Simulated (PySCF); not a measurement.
Mean polarisability (bohr³) of eight silicon and germanium compounds: PBE beside HF, computed with PySCF for isolated molecules in the bases named; differences from unrounded values. The eight are the first of their class met in an unordered collection, after screening for sound electronic states; none was chosen by its value. Each molecule has one DFT geometry for both levels.

```tsv
molecule	basis	HF
C₃H₅ClSi, SMILES C#C[Si@@H](C)Cl	def2-TZVP	65.4
CH7F2NSi2, SMILES C[Si](F)(F)[SiH2]N	def2-TZVP	63.3
dihydroxy(hydroxysilyl)silane (H6O3Si2), SMILES O[SiH2][SiH](O)O	def2-TZVP	55.6
C₂H₆OSi₂, SMILES O[Si@H]1[SiH2]C=C1	def2-TZVP	73.0
Ge(F)2(Me)2 (C2H6F2Ge), SMILES [F][Ge]([CH3])([CH3])[F]	def2-TZVP	46.8
CH₅FO₂Si₂, SMILES F[Si@H]1OC[SiH2]O1	def2-TZVP	55.0
C2H5ClOSi2, SMILES Cl[SiH2]C#C[SiH2]O	def2-TZVP	81.7
C₃H₈OSi₂, SMILES O1C=C[SiH2][C@H]1[SiH3]	def2-TZVP	82.3
```

Estimate the PBE values and say how PBE differs from HF over the set. (An estimate is asked for; the answer gives what the named calculation found.)


```
molecule                                                           PBE  difference
----------------------------------------------------------------  ----  ----------
C₃H₅ClSi, SMILES C#C[Si@@H](C)Cl                                  71.7         6.3
CH7F2NSi2, SMILES C[Si](F)(F)[SiH2]N                              73.1         9.8
dihydroxy(hydroxysilyl)silane (H6O3Si2), SMILES O[SiH2][SiH](O)O  65.0         9.5
C₂H₆OSi₂, SMILES O[Si@H]1[SiH2]C=C1                               80.6         7.6
Ge(F)2(Me)2 (C2H6F2Ge), SMILES [F][Ge]([CH3])([CH3])[F]           53.3         6.5
CH₅FO₂Si₂, SMILES F[Si@H]1OC[SiH2]O1                              63.8         8.8
C2H5ClOSi2, SMILES Cl[SiH2]C#C[SiH2]O                             93.4        11.7
C₃H₈OSi₂, SMILES O1C=C[SiH2][C@H]1[SiH3]                          92.0         9.7
```
PBE lies below HF in 0 and above it in 8 of the eight; the mean signed difference is 8.7 and the largest 11.7 bohr³.
